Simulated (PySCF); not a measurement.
**F: excitation energy**

F [He] 2s2 2p5 (2P) → F [He] 2s2 2p4 3s1 (4P), as a difference of total energies. Calculation: PySCF 2.14, in aug-cc-pVTZ with one added diffuse shell each of s, p, d, f type (6s5p4d3f, 62 functions); no relativity, point nucleus. Correlated levels: valence: 1s2 frozen. The calculations carry no spin-orbit coupling.

| method | excitation energy (cm⁻¹) |
| --- | --- |
| UHF | 89912 |
| LDA | 105220 |
| PBE | 102890 |
| PBE0 | 101730 |
| r2SCAN | 103660 |
| HSE06 | 101800 |
| M06 | 105130 |
| B2PLYP | 102570 |
| CAM-B3LYP | 103900 |
| MP2 (valence) | 101890 |
| SCS-MP2 (valence) | 102110 |

Errors of the correlated levels include the incompleteness of this basis and the frozen core.

For comparison: 102440 cm⁻¹ (measured; NIST levels, between the centres of gravity of the two terms).
